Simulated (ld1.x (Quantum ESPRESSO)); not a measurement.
Logarithmic derivatives: Hf, TM

* Element: hafnium (Hf)
* Generator: ld1.x (Quantum ESPRESSO) 7.5
* Type: norm-conserving Troullier–Martins (Kleinman–Bylander form)
* Functional: PBE
* Relativity: scalar-relativistic
* Frozen core: [Xe]
* Valence charge: 18
* Reference configuration: 4f14 5d2 6s0 6p0 (charge +2)
* Partial waves: 6s (bound, empty): rc 2.90 bohr; 6p (bound, empty): rc 3.00 bohr; 5d (bound): rc 1.95 bohr; 4f (bound): rc 0.60 bohr
* Local potential: all-electron potential smoothed inside 1.25 bohr (lloc = -1)
* Core correction: Bessel-smoothed model core inside 0.50 bohr

The phase is arctan(r·u′/u) with u = r·R(r), unwrapped; energies in Ry, scanned from -4 to 5 Ry. A pole is an energy at which the radial function vanishes at the test radius. The pseudo phase is shifted by a multiple of π to meet the all-electron one at the reference energy, and phase errors are pseudo minus all-electron; the curves can meet again beyond the range given. Levels narrower than the energy grid can be missing from the lists of poles.

Q: For each channel, where are the poles, and over which energies does the pseudopotential scatter like the atom?

A:

```
channel  radius (bohr)  reference energy (Ry)  poles, all-electron  poles, pseudo  unbroken range about the reference energy with phases within 0.05 rad  phase error 1 Ry above the reference energy (rad)
      s           3.25                  -1.29                -0.18    -0.68, 0.08                                                             below -0.8                                             -3.076
      p           3.25                  -0.88          -3.70, 0.96     0.44, 3.01                                                            -3.5 to 0.0                                             -0.056
      d           3.25                  -1.23          -0.95, 3.03    -0.95, 2.93                                                              below 0.7                                             -0.001
      f           3.25                  -2.35          -2.35, 1.61    -2.35, 1.64                                                              below 3.0                                             +0.000
```

A Bessel basis up to 400 Ry misses an occupied level by 0.80 Ry, so cutoffs and ghosts were not judged.

Phases in the p channel:

```
E (Ry)  all-electron  pseudo
 -4.00         1.351  -1.761
 -3.76         0.945  -1.770
 -3.52        -1.738  -1.780
 -3.28        -1.770  -1.793
 -3.04        -1.790  -1.807
 -2.80        -1.811  -1.825
 -2.56        -1.834  -1.847
 -2.32        -1.862  -1.874
 -2.08        -1.900  -1.911
 -1.84        -1.951  -1.963
 -1.60        -2.029  -2.040
 -1.36        -2.159  -2.169
 -1.12        -2.412  -2.417
 -0.88        -2.956  -2.956
 -0.64        -3.731  -3.745
 -0.40        -4.193  -4.224
 -0.16        -4.409  -4.451
  0.08        -4.526  -4.580
  0.32        -4.600  -4.672
  0.56        -4.651  -4.754
  0.80        -4.691  -4.855
  1.04        -4.723  -5.050
  1.28        -4.752  -5.881
  1.52        -4.779  -7.308
  1.76        -4.806  -7.600
  2.00        -4.835  -7.704
  2.24        -4.869  -7.760
  2.48        -4.910  -7.798
  2.72        -4.965  -7.826
  2.96        -5.045  -7.850
  3.20        -5.181  -7.870
  3.44        -5.455  -7.889
  3.68        -6.080  -7.908
  3.92        -6.894  -7.927
  4.16        -7.310  -7.948
  4.40        -7.497  -7.971
  4.64        -7.598  -7.999
  4.88        -7.661  -8.034
```
